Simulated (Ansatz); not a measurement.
Mulliken charges of GaH$_{5}$OSSi$_{2}$, SMILES `[SiH3][Ga]1[O][SiH2][S]1` from r2SCAN/def2-TZVPP in Ansatz (PBE0-D4/def2-TZVP geometry).

```csv
atom,x (Å),y (Å),z (Å),charge (e)
Si1,-2.331,-0.895,-0.262,0.122
Ga2,-0.187,0.142,-0.102,0.499
O3,1.371,-0.564,0.566,-0.496
Si4,2.318,0.757,0.311,0.529
S5,0.827,2.060,-0.566,-0.366
H6,-3.299,0.064,-0.849,-0.038
H7,-2.775,-1.295,1.098,-0.037
H8,-2.221,-2.096,-1.127,-0.037
H9,2.864,1.329,1.567,-0.089
H10,3.432,0.496,-0.636,-0.089
```

Task: By hand: the dipole of these point charges (1 e Å = 4.8032 D).

Result: Σ q r = (-0.384, -0.151, -0.041) e Å, of length 0.415 e Å = 1.99 D.

Task: How does the dipole of the full density compare? (Estimate.)

Result: Computed: (-0.448, -0.220, -0.032) e Å, 2.40 D; the point charges give 0.83 times that, at 5° from its direction.

Point charges leave out the atoms' own dipoles, such as those of lone pairs, and Mulliken's split depends on the basis, so the two needn't agree.
